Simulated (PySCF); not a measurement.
**Telling isomers of C₆H₇F₃Si apart by NMR**

Method: NMR shieldings at PBE0/pcSseg-1/GIAO, structure optimised with GFN2-xTB, in PySCF (relativity neglected, fast rotation and ring inversion assumed for equivalent nuclei, single conformer, in vacuum).

δ = σ(ref) − σ, references computed at the same level: TMS for $^{1}$H, $^{13}$C. Splittings of carbon signals by F and P are missing where no couplings were computed. Where no couplings were computed, multiplicities follow the n + 1 count of equivalent neighbours, and m marks all less simple cases (inequivalent or close neighbours, rings, F or P nearby). Shifts are as computed. Against solution values, carbons near 30 ppm lie about +3 ppm off and those near 130 ppm about +5 ppm. Of 1211 compounds with measured shifts, 218 miss one by over three times the rms of a fit or turn the order of signals round; such compounds aren't used in these exercises.

(1) Tabulate the signals of `FC(F)=C(F)/C=C\[C@@H]1C[SiH2]1`, `C#C[Si@@H]1CC[C@@H]1C(F)(F)F`, `FC(F)(F)CC1=C[SiH2]C=C1`, `FC(F)=C(F)/C=C/[C@@H]1C[SiH2]1` and their relative energies.

(2) What is the quickest way to tell C#C[Si@@H]1CC[C@@H]1C(F)(F)F from FC(F)=C(F)/C=C/[C@@H]1C[SiH2]1?

(3) What is the quickest way to tell FC(F)(F)CC1=C[SiH2]C=C1 from FC(F)=C(F)/C=C/[C@@H]1C[SiH2]1?

(4) What is the quickest way to tell FC(F)=C(F)/C=C\[C@@H]1C[SiH2]1 from FC(F)(F)CC1=C[SiH2]C=C1?

Answers

(1) 
```tsv
SMILES	carbon types	δC	δH	E rel. (kcal/mol)
FC(F)=C(F)/C=C\[C@@H]1C[SiH2]1	2×C 3×CH 1×CH2	169.0, 145.2, 142.0, 112.4, 16.8, 7.9	5.66 (m, 1H), 5.52 (m, 1H), 2.87 (m, 1H), 2.86 (m, 1H), 2.50 (m, 1H), 1.30 (m, 1H), 0.80 (m, 1H)	53.8
C#C[Si@@H]1CC[C@@H]1C(F)(F)F	2×C 2×CH 2×CH2	138.9, 109.6, 86.0, 37.4, 21.0, 15.6	5.16 (m, 1H), 2.46 (m, 1H), 2.41 (m, 1H), 2.33 (d, 1H), 2.32 (m, 1H), 2.00 (m, 1H), 1.57 (m, 1H)	24.4
FC(F)(F)CC1=C[SiH2]C=C1	2×C 3×CH 1×CH2	159.1, 158.8, 137.0, 137.0, 134.7, 44.8	7.33 (d, 1H), 6.37 (m, 1H), 6.20 (t, 1H), 4.68 (m, 2H), 3.14 (m, 2H)	0.0
FC(F)=C(F)/C=C/[C@@H]1C[SiH2]1	2×C 3×CH 1×CH2	167.4, 143.7, 139.6, 114.8, 20.2, 6.0	6.14 (m, 1H), 5.87 (m, 1H), 2.85 (m, 1H), 2.53 (m, 1H), 2.19 (m, 1H), 1.28 (m, 1H), 0.93 (m, 1H)	52.2
```

Energies are electronic energies at PBE0/pcSseg-1 on these geometries, without zero-point or thermal terms, each for the one conformer computed, which needn't be the lowest.

(2) Both give the same number of carbon signals, but DEPT or the intensities differ. The first has an alkyne carbon (C) at 86.0 ppm, the second an alkene CH at 143.7 ppm. Their most deshielded carbons lie at 138.9 and 167.4 ppm. In the proton spectra the most deshielded non-exchanging signals are 5.16 (m, 1H) and 6.14 (m, 1H).

(3) Both give the same number of carbon signals, with the same numbers of each carbon type, so the positions decide. The first has an allylic sp3 CH2 at 44.8 ppm, the second a three-membered-ring carbon (CH) at 20.2 ppm. Their most deshielded carbons lie at 159.1 and 167.4 ppm. In the proton spectra the most deshielded non-exchanging signals are 7.33 (d, 1H) and 6.14 (m, 1H).

(4) Both give the same number of carbon signals, with the same numbers of each carbon type, so the positions decide. The first has a three-membered-ring carbon (CH) at 16.8 ppm, the second an allylic sp3 CH2 at 44.8 ppm. Their most deshielded carbons lie at 169.0 and 159.1 ppm. In the proton spectra the most deshielded non-exchanging signals are 5.66 (m, 1H) and 7.33 (d, 1H).
